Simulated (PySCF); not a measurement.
boron monoxide dimer (B2O2), SMILES O=BB=O. Geometry: PBE0-D3(BJ)/def2-TZVP. One conformer was computed; it need not be the lowest.

These are PBE0-D3(BJ)/def2-TZVP run with PySCF values and carry that method's errors.

Harmonic wavenumbers (cm⁻¹): 214, 214, 498, 498, 613, 1985, 2158. Rotational constants (GHz): 3.493 (linear); symmetry number 2.

### Question
Work out the zero-point energy and the ideal-gas rigid-rotor harmonic-oscillator thermochemistry at 298.15 K and 1 atm.

### Answer
ZPE = ½ Σ hcν = ½ × 6179 cm⁻¹ = 8.83 kcal/mol. H − E(el) = 11.96 kcal/mol. Entropy in cal/(mol K): translation 37.86, rotation 15.48, vibration 5.78, total 59.12. G − E(el) = -5.66 kcal/mol. Cp = 14.13 cal/(mol K).
